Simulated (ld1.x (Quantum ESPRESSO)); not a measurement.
# LDA (PZ) TM dataset for Te, scalar-relativistic all-electron reference.

ld1.x (Quantum ESPRESSO) 7.5 input, shortened:

```
&input
   title='Te', zed=52., rel=1, dft='PZ', iswitch=3,
   config='[Kr] 4d10 5s2 5p4 5d-2'
 /
 &inputp
   pseudotype=2, tm=.true., lloc=0,
   nlcc=.true., new_core_ps=.true., rcore=1.35
 /
3
5P  2  1   4.00   0.00  1.80  1.80  0.0
5D  3  2  -2.00   0.45  1.50  1.50  0.0
5S  1  0   2.00   0.00  1.75  1.75  0.0
 &test
   configts(1)='5s2 5p4'
 /
```

- Cutoffs needed: 30 Ry and 60 Ry (the cutoffs (Ry, on a coarse ladder) from which the occupation-weighted sum of valence levels, in a spherical-Bessel basis at the reference potential, stays within 10 and 1 mRy of its value at 400 Ry)
- Ghost test: ghost state, extra bound levels that the all-electron valence spectrum of the same l lacks: d at -34.8 eV; a true bound ghost makes a file unfit for plane-wave use (spherical-Bessel basis up to 400 Ry, 20 bohr box)
- Largest excitation error: -80 meV (all-electron minus pseudo) for 5s2 5p1, out of 7 test configurations
